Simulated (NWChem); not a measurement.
System meant: CrN$_{3}$H$_{4}$F; SMILES [NH]=[Cr]([F])([NH2])=[NH]

Input file for NWChem:

```
start job
memory heap 200 mb stack 900 mb global 1100 mb
geometry units angstroms noautosym nocenter noautoz
  Cr     0.000050     0.048184     0.032102
  N     -1.323695    -0.077965    -0.865971
  H     -1.780697    -0.192732    -1.770400
  N      1.319734    -0.074665    -0.872349
  H      1.772539    -0.188331    -1.778978
  F      0.000167     1.574402     0.866240
  N      0.004582    -1.342949     1.186394
  H      0.845991    -1.880179     1.365313
  H     -0.834542    -1.882371     1.369348
end
basis spherical
  * library 6-31g*
end
dft
  xc m06-2x
  iterations 150
end
property
  shielding 6 1 2 3 6 7 8
end
task dft property
```

End of the output:

```
 Vector   32  Occ=0.000000D+00  E=-9.646986D-03
              MO Center= -2.3D-04, -7.4D-02, -1.2D-01, r^2= 3.1D+00
   Bfn.  Coefficient  Atom+Function         Bfn.  Coefficient  Atom+Function
  ----- ------------  ---------------      ----- ------------  ---------------
    22      0.583785  1 Cr d  2              13      0.414860  1 Cr pz
    27      0.342092  1 Cr d  2              50      0.316541  3 H  s
    66      0.316448  5 H  s                 17     -0.301010  1 Cr pz
    89     -0.213716  7 N  pz                40     -0.208176  2 N  s
    56     -0.208110  4 N  s                 85     -0.201470  7 N  pz

 center of mass
 --------------
 x =   0.00028726 y =   0.11784735 z =   0.15467492

 moments of inertia (a.u.)
 ------------------
         513.847974295842           0.097311232483          -0.068758867370
           0.097311232483         432.884446092313          -1.560368900015
          -0.068758867370          -1.560368900015         485.997436067843

     Multipole analysis of the density
     ---------------------------------

     L   x y z        total         alpha         beta         nuclear
     -   - - -        -----         -----         ----         -------
     0   0 0 0      0.000000    -29.000000    -29.000000     58.000000

     1   1 0 0     -0.000905     -0.010223     -0.010223      0.019542
     1   0 1 0     -1.424489     -1.386280     -1.386280      1.348070
     1   0 0 1     -1.142553     -4.245290     -4.245290      7.348028

     2   2 0 0    -25.972730    -70.448626    -70.448626    114.924523
     2   1 1 0     -0.003553      0.030944      0.030944     -0.065442
     2   1 0 1      0.007428     -0.024828     -0.024828      0.057083
     2   0 2 0    -28.962975    -89.869443    -89.869443    150.775911
     2   0 1 1     -2.938774      2.782522      2.782522     -8.503819
     2   0 0 2    -24.478767    -78.742164    -78.742164    133.005561

          -----------------------------------------
          Chemical Shielding Tensors (GIAO, in ppm)
          -----------------------------------------

 ------------------------------------------------------------------------
  xm06: d2 not coded                    0
 ------------------------------------------------------------------------
 ------------------------------------------------------------------------
  current input line :
    24: task dft property
 ------------------------------------------------------------------------
 ------------------------------------------------------------------------
 This error has not yet been assigned to a category
 ------------------------------------------------------------------------
 For more information see the NWChem manual at https://nwchemgit.github.io

0: xm06: d2 not coded:Received an Error in Communication
```

Problem. What is wrong, and how is it mended?

Solution. The program stopped with an error. Cause: this functional's second derivatives, which shieldings need, aren't coded here; the fix takes a hybrid GGA instead. This input runs:
```
start job
memory heap 200 mb stack 900 mb global 1100 mb
geometry units angstroms noautosym nocenter noautoz
  Cr     0.000050     0.048184     0.032102
  N     -1.323695    -0.077965    -0.865971
  H     -1.780697    -0.192732    -1.770400
  N      1.319734    -0.074665    -0.872349
  H      1.772539    -0.188331    -1.778978
  F      0.000167     1.574402     0.866240
  N      0.004582    -1.342949     1.186394
  H      0.845991    -1.880179     1.365313
  H     -0.834542    -1.882371     1.369348
end
basis spherical
  Cr library 6-31g*
  N library 6-31g*
  H library 6-31g*
  F library 6-31g*
end
dft
  xc pbe0
  iterations 150
end
property
  shielding 6 1 2 3 6 7 8
end
task dft property
```
It converges to -1310.36707 Ha (PBE0/6-31G* (spherical d), GIAO).
